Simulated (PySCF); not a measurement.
Input file for PySCF: R-M06-2X/def2-TZVPPD on C2H6O (a complex).

```python
from pyscf import gto, dft

mol = gto.M(
    atom='''
    C     0.13631089    0.14782572   -0.19393894
    H    -0.86372106    0.55475764   -0.04579590
    H     0.82235242    0.58571681    0.52953990
    H     0.11510911   -0.93379335   -0.06693690
    H     0.47309810    0.38527346   -1.20189512
    C    -0.71125908   -0.22275921    3.08357667
    O     0.26033522   -0.12736014    3.77950468
    H    -1.03030176   -1.18913322    2.64782842
    H    -1.34528253    0.65055817    2.83641514
    ''',
    basis='def2-tzvppd',
    charge=0, spin=0, verbose=4, max_memory=1800)
mf = dft.RKS(mol, xc='m062x').density_fit(auxbasis='def2-universal-jkfit')
mf.grids.level = 4
mf.conv_tol = 1e-9
mf.max_cycle = 150
mf.kernel()
mf.dip_moment()
```

### Question
Predict the final total energy.

### Answer
-155.0038 hartree.
